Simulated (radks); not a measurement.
Question: Valence configurations of neutral beryllium (all share [He]). Method: scalar-relativistic Kohn-Sham, r2SCAN, spin-polarised, spherical densities, finite nucleus; open shells are filled with parallel spins first; meta-GGA in the generalised Kohn-Sham scheme; Fermi nuclear charge, rms radius 2.519 fm; computed with a radial shooting solver on a logarithmic mesh with Libxc functionals. Order these by energy: 2s0.5 2p1.5; 2p2; 2s1 2p1; 2s1.5 2p0.5; 2s2.

Answer: From the lowest, in eV above it: 2s2 0.000; 2s1.5 2p0.5 1.613; 2s1 2p1 2.383; 2s0.5 2p1.5 4.472; 2p2 6.532. NIST lists [He] 2s2 as the ground configuration; this level of theory agrees among the configurations tried. The energies are those of spherical high-spin densities, not of single terms.
